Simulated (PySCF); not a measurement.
C₃H₇GeN.
Numbering: `[CH3:1][CH2:2][GeH2:3][C:4]#[N:5]` (hydrogens: H6, H7, H8 on C1; H9, H10 on C2; H11, H12 on Ge3)

Computed by this run: PBE0-D3(BJ)/def2-SVP geometry optimisation, gas phase (PySCF); density fitting, grid level 1; the optimiser is geomeTRIC in internal coordinates, started from a GFN2-xTB structure with every atom displaced at random (about 0.01 Å).

Step 0: E = -61209.6076 eV
```
atom  x, y, z in Å  |  force x, y, z in eV/Å
C1     -1.2389   -0.6611    0.6082   -0.956   1.671  -0.535
C2     -0.6727    0.1051   -0.5884    0.474   0.060   1.225
Ge3     1.1215    0.8133   -0.2116   -0.023  -0.429   0.100
C4      2.3265   -0.6374    0.2725   -2.783   3.320  -1.124
N5      2.9629   -1.5267    0.5537    2.463  -3.318   1.062
H6     -2.2540   -1.0117    0.3617    0.092  -0.212   0.127
H7     -1.3372    0.0216    1.4676    0.003  -0.167   0.119
H8     -0.6113   -1.4719    0.8789    0.723  -1.212   0.422
H9     -0.6086   -0.5511   -1.4308    0.155  -0.569  -1.026
H10    -1.3197    0.9374   -0.8592   -0.177   0.389  -0.149
H11     1.1784    1.7395    0.9876   -0.137   0.213   0.323
H12     1.8095    1.4829   -1.3694    0.166   0.255  -0.545
```

Step 1: E = -61209.7654 eV
```
atom  x, y, z in Å  |  force x, y, z in eV/Å
C1     -1.2106   -0.6436    0.6137    0.328  -0.297   0.110
C2     -0.6345    0.1186   -0.5698   -0.162  -0.040  -0.337
Ge3     1.1311    0.8605   -0.2182   -0.041   0.083  -0.002
C4      2.2059   -0.6654    0.2664    0.497  -0.452   0.169
N5      2.8349   -1.6003    0.5589   -0.326   0.414  -0.143
H6     -2.1924   -1.0726    0.3728   -0.083  -0.024  -0.022
H7     -1.3366    0.0026    1.4936   -0.022   0.045   0.063
H8     -0.5459   -1.4828    0.9135   -0.215   0.244  -0.079
H9     -0.5425   -0.5404   -1.4577    0.009   0.152   0.189
H10    -1.2967    0.9496   -0.8712    0.045  -0.034   0.021
H11     1.1393    1.7941    1.0078    0.029  -0.033  -0.085
H12     1.8043    1.5194   -1.4390   -0.059  -0.058   0.115
```

Question: Estimate the geometry and energy of step 2. (The exact step hangs on the optimiser's Hessian estimate; all steps are aligned on step 1, rigid shifts and turns removed.)

Answer: E = -61209.7748 eV, largest force 0.101 eV/Å
```
atom  x, y, z in Å  |  force x, y, z in eV/Å
C1     -1.2228   -0.6443    0.6133    0.054  -0.052   0.025
C2     -0.6415    0.1169   -0.5713   -0.026   0.000  -0.049
Ge3     1.1322    0.8507   -0.2138   -0.052  -0.082   0.025
C4      2.2398   -0.6630    0.2668    0.082  -0.007   0.018
N5      2.8776   -1.5888    0.5543   -0.063   0.053  -0.026
H6     -2.2094   -1.0669    0.3685   -0.007   0.010   0.003
H7     -1.3493    0.0039    1.4948   -0.010   0.004  -0.010
H8     -0.5716   -1.4820    0.9139   -0.030   0.036  -0.018
H9     -0.5477   -0.5356   -1.4556    0.012   0.012   0.029
H10    -1.2964    0.9517   -0.8720    0.024   0.013   0.016
H11     1.1502    1.7888    1.0017    0.009   0.007   0.005
H12     1.7953    1.5084   -1.4297    0.007   0.007  -0.019
```

The energy changes by -0.0093 eV. The first-order estimate −F·Δx gives -0.0160 eV and the mean of the old and new forces, exact on a quadratic surface, -0.0091 eV. The step makes an angle of 79° with the force vector and moves no atom by more than 0.044 Å.

What follows is the cost of the whole optimisation. On one thread, Arm Neoverse V1 (aarch64), no GPU, shared host with 32 logical CPUs at a one-minute load of 34, this took 40 s and 0.51 GiB of memory at its peak.
